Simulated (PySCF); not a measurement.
Relaxation of doublet HCu(OH)

Method: PySCF, UPBE0, basis Cu def2-TZVP, H def2-TZVP, O def2-TZVP (no relativity, density fitting). A (50,194) grid was used.

A start displaced from a saddle point along its imaginary mode, with no symmetry imposed:

Coordinates in bohr (charge 0 multiplicity 2):
```
Cu    0.0281   -0.0064    0.6786
H    -0.1877    0.2268    3.5057
O    -0.1786    0.0072   -2.6554
H     1.2714    0.0585   -3.7349
```

**Question.** What does it relax to?

**Answer.** It ends at C1 with Cu–H 1.495 Å, Cu–O 1.769 Å, O–H 0.962 Å; Cu–O–H 115.7°, H–Cu–O 139.3° (after a last refinement on a finer grid). A frequency run shows a minimum. Other isomers or separated fragments may lie lower.

**Question.** How much energy is released, and in how many steps?

**Answer.** 7.9 kJ/mol in 11 steps.

Open d and f shells are described by one determinant, and the ground state may have another occupation or spin.

The relaxation took 17 s on 4 threads of a shared Arm Neoverse V2 host, with 88 basis functions and 14 gradients; the process peaked at 1 GiB.
